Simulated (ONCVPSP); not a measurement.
## gallium: excitation energies, all-electron against ONCV

```json
{"Element": "Ga (Z = 31)", "Generator": "ONCVPSP 4.0.1", "Type": "optimised norm-conserving Vanderbilt (ONCV)", "Functional": "PBE", "Relativity": "scalar-relativistic", "Frozen core": "[Ne]", "Valence charge": "21", "Reference configuration": "3s2 3p6 3d10 4s2 4p1", "Partial waves": "3s+4s: rc 1.25 bohr, ncon 4, nbas 8, qcut 9.4 1/bohr, 2 projectors; 3p+4p: rc 1.00 bohr, ncon 4, nbas 9, qcut 16.8 1/bohr, 2 projectors; 3d: rc 1.25 bohr, ncon 4, nbas 9, qcut 10.6 1/bohr, 2 projectors, debl 2.1 Ha", "Local potential": "polynomial inside 0.70 bohr (lpopt 3, dvloc0 1 Ha)", "Core correction": "none"}
```

Energies are relative to the spin-unpolarised reference configuration 3s2 3p6 3d10 4s2 4p1; without spin polarisation the order of configurations can differ from experiment. Not all tests gave a result: 1 of 4 tests not solved or not reliable.

| valence configuration | charge | ΔE all-electron (eV) | error AE − PS (meV) |
| --- | --- | --- | --- |
| 3s2 3p6 3d10 4s2 4p0 | +1 | 5.688 | -0.2 |
| 3s2 3p6 3d10 4s1 4p0 | +2 | 26.817 | -0.8 |
| 3s2 3p6 3d10 4s0 4p3 | 0 | 13.371 | -0.6 |
